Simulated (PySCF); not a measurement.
# Do core-level shifts follow atomic charges?

C₄H₈N₂OSSi.
Cartesian coordinates in Å at the PBE0-D3(BJ)/def2-SVP level; atoms count from 1:
```xyz
17
C4H8N2OSSi angstrom
C     -2.310   -0.113   -0.565
S     -1.279    0.622    0.732
O     -0.701   -0.569    1.500
C      0.124    1.075   -0.225
C      0.512    2.152   -0.988
N      1.758    1.917   -1.486
C      2.104    0.737   -1.023
N      1.148    0.160   -0.239
Si     1.260   -1.437    0.647
H     -1.717   -0.862   -1.106
H     -2.656    0.684   -1.238
H     -3.162   -0.583   -0.056
H     -0.040    3.068   -1.200
H      3.055    0.239   -1.213
H      1.529   -1.378    2.104
H      0.311   -2.467    0.149
H      2.583   -1.831    0.036
```

Binding energies: delta-SCF UKS SCAN, pcX-2 on the ionised atom, pcseg-1 elsewhere, spin-free X2C in PySCF 2.14.0. Charges: PBE0/pcSseg-1 ground-state density, for the ionised atom.

```
atom                          environment  C 1s (eV)  Mulliken (e)  IAO (e)  Hirshfeld (e)  ESP (e)
  C5  aromatic CH next to a ring nitrogen     291.05        +0.043   -0.084         -0.034   +0.158
  C4          substituted aromatic carbon     291.42        -0.074   -0.188         -0.029   -0.147
  C1                      S-methyl carbon     291.60        -0.374   -0.558         -0.118   -0.469
  C7  aromatic CH next to a ring nitrogen     291.77        +0.311   +0.059         +0.053   +0.168
```

Task: Give the correlation coefficient and slope of binding energy on charge for each scheme.

Result: Hirshfeld: r = 0.23, slope 1.0 eV per e; Mulliken: r = 0.11, slope 0.1 eV per e; IAO: r = -0.08, slope -0.1 eV per e; ESP: r = -0.26, slope -0.3 eV per e. On 4 points no scheme stands out.

Task: The point-charge model writes a binding energy as kq + V + constant, with V the potential of the other atoms' charges at the site. What does it give with the IAO charges?

Result: V = Σ 14.40 eV Å × q/r over all other atoms: -0.83 eV at C5, +1.46 eV at C4, +9.78 eV at C1, -3.03 eV at C7. Fitting binding energy − V to q gives k = 21.1 eV per e and leaves an rms residual of 0.15 eV, against 0.27 eV for the fit on q alone. The model has no term for differences in relaxation between sites.

The structure is a single PBE0-D3(BJ)/def2-SVP conformer in the gas phase; no vibrational or solvent corrections.
